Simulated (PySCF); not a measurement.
C2H8O3Sn, SMILES [OH][Sn]([OH])([OH])[CH2]C (connectivity only; charge and spin as stated), charge +1, multiplicity 2. Atoms are numbered in the order given.

```xyz
14

O      0.0275     1.7366     1.1974
Sn     0.3233     0.1679     0.0146
O      0.9211    -1.4871     0.9319
O      1.3160     0.5647    -1.6575
C     -1.8577    -0.3625    -0.7318
C     -2.4306    -1.4462     0.1014
H      0.1231     1.5181     2.1517
H      1.6500    -1.9399     0.4514
H      1.4463     1.5276    -1.8102
H     -2.2729     0.6584    -0.6114
H     -1.5560    -0.6048    -1.7710
H     -2.6185    -1.1584     1.1544
H     -1.8771    -2.4033     0.0457
H     -3.4476    -1.6554    -0.3349
```
Charge +1, spin multiplicity 2.

Coordinates come from a PBE-D3(BJ)/def2-SVP optimisation. The def2 effective core potentials stand for the cores of Sn; spin–orbit coupling is left out. The values are those of a single conformer.

Level of theory: PySCF with TDA-PBE/def2-SVPD.

Vertical excitations. The molecule is in vacuum.

Computed lowest excited states:
```json
[
 {"state": "root 1", "energy (eV)": "1.31", "λ (nm)": "950", "f": "0.004", "main pairs": "β HOMO→LUMO 60 %, β HOMO−1→LUMO 33 %"},
 {"state": "root 2", "energy (eV)": "1.36", "λ (nm)": "914", "f": "0.006", "main pairs": "β HOMO−1→LUMO 59 %, β HOMO→LUMO 32 %"},
 {"state": "root 3", "energy (eV)": "2.19", "λ (nm)": "567", "f": "0.052", "main pairs": "β HOMO−2→LUMO 88 %"},
 {"state": "root 4", "energy (eV)": "2.37", "λ (nm)": "523", "f": "0.026", "main pairs": "β HOMO−3→LUMO 86 %"},
 {"state": "root 5", "energy (eV)": "2.41", "λ (nm)": "514", "f": "0.027", "main pairs": "β HOMO−4→LUMO 87 %"},
 {"state": "root 6", "energy (eV)": "2.72", "λ (nm)": "455", "f": "0.001", "main pairs": "β HOMO−5→LUMO 99 %"}
]
```
Unrestricted roots are not spin-pure.
